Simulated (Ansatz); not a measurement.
Relaxation of C₃H₁₀BN (15 atoms, charge 0, multiplicity 1), to a largest force component of 0.015 eV/Å in at most 40 steps.

Level of theory: RKS B3LYP-D4/def2-SVP in Ansatz.

```xyz
15
Properties=species:S:1:pos:R:3
B 0.709 1.208 -0.710
C -0.123 0.014 -0.039
C 0.077 0.055 1.468
C 0.490 -1.300 -0.606
N -1.557 0.103 -0.329
H 1.504 1.083 -1.531
H 0.415 2.364 -0.416
H -0.227 1.023 1.909
H 1.196 -0.025 1.766
H -0.430 -0.782 1.996
H 1.491 -1.426 -0.365
H -0.106 -2.159 -0.130
H 0.220 -1.331 -1.719
H -1.749 0.122 -1.328
H -1.934 1.000 0.063
```

**Question.** Where does it end, and by what steps?

**Answer.** The forces met the threshold. After 14 steps the energy has fallen by 1.216 eV; H6 moved furthest, 0.87 Å. Joined: B1–N5 (2.55 → 1.63 Å).

| step | energy less start (eV) | largest force component (eV/Å) | accepted |
| --- | --- | --- | --- |
| 0 | 0.0000 | 5.170 | yes |
| 1 | -0.3943 | 1.077 | yes |
| 2 | -0.4765 | 0.529 | yes |
| 3 | -0.5166 | 0.408 | yes |
| 4 | -0.5926 | 0.359 | yes |
| 5 | -0.6745 | 0.330 | yes |
| 6 | -0.7494 | 0.426 | yes |
| 7 | -0.8042 | 0.565 | yes |
| 8 | -0.8728 | 1.156 | yes |
| 9 | -0.8063 | 3.664 | no |
| 10 | -1.0633 | 0.881 | yes |
| 11 | -1.1797 | 0.437 | yes |
| 12 | -1.2078 | 0.429 | yes |
| 13 | -1.2156 | 0.075 | yes |
| 14 | -1.2160 | 0.011 | yes |

```xyz
15
Properties=species:S:1:pos:R:3
B 0.358 1.300 -0.804
C 0.153 -0.020 0.041
C 0.103 0.014 1.554
C 0.480 -1.382 -0.534
N -1.089 0.582 -0.586
H 0.751 1.209 -1.946
H 0.441 2.360 -0.225
H -0.197 1.005 1.929
H 1.108 -0.190 1.958
H -0.584 -0.746 1.973
H 1.506 -1.664 -0.247
H -0.199 -2.174 -0.162
H 0.447 -1.378 -1.635
H -1.525 0.053 -1.337
H -1.776 0.981 0.051
```

Whether the end is a true minimum wasn't checked by a vibrational analysis.

Run time: 21 s on 2 threads of AMD EPYC 9R45 96-Core Processor (Zen 5), with other jobs on the host, peak memory 0.3 GiB.
